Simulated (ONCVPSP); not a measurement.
**Scattering properties, ONCV potential for O**

oxygen, optimised norm-conserving Vanderbilt (ONCV), made with ONCVPSP 4.0.1 (BLYP, scalar-relativistic). Core [He], reference 2s2 2p4. Waves: 2s: rc 0.65 bohr, ncon 4, nbas 7, qcut 11.6 1/bohr, 2 projectors, debl 2.1 Ha; 2p: rc 1.55 bohr, ncon 3, nbas 8, qcut 9.7 1/bohr, 2 projectors, debl 2.3 Ha. Local part: polynomial inside 0.60 bohr (lpopt 5, dvloc0 2 Ha). Core correction: none.

The phase is arctan(r·R′/R) of the radial function R(r), unwrapped; energies in Ha, scanned from -2 to 5 Ha. A pole is an energy at which the radial function vanishes at the test radius. The pseudo phase is shifted by a multiple of π to meet the all-electron one at the reference energy, and phase errors are pseudo minus all-electron; the curves can meet again beyond the range given. Levels narrower than the energy grid can be missing from the lists of poles.

```tsv
channel	radius (bohr)	reference energy (Ha)	poles, all-electron	poles, pseudo	unbroken range about the reference energy with phases within 0.05 rad	phase error 1 Ha above the reference energy (rad)
s	0.66	-0.88	none	none	the whole range	+0.000
p	1.57	-0.33	0.34	0.34	the whole range	+0.000
```

Note: ghosts flagged at negative energy: s at -362.1 eV; no localised positive-energy state flagged. A true bound ghost makes a file unfit for plane-wave use.

Phases in the p channel:

```
E (Ha)  all-electron  pseudo
 -1.98         1.024   1.024
 -1.62         0.890   0.890
 -1.26         0.632   0.632
 -0.90         0.057   0.057
 -0.54        -0.780  -0.780
 -0.18        -1.264  -1.264
  0.18        -1.498  -1.498
  0.54        -1.645  -1.645
  0.90        -1.767  -1.767
  1.26        -1.896  -1.896
  1.62        -2.067  -2.067
  1.98        -2.343  -2.343
  2.34        -2.838  -2.838
  2.70        -3.497  -3.497
  3.06        -3.963  -3.962
  3.42        -4.213  -4.213
  3.78        -4.357  -4.356
  4.14        -4.449  -4.448
  4.50        -4.513  -4.512
  4.86        -4.562  -4.561
```
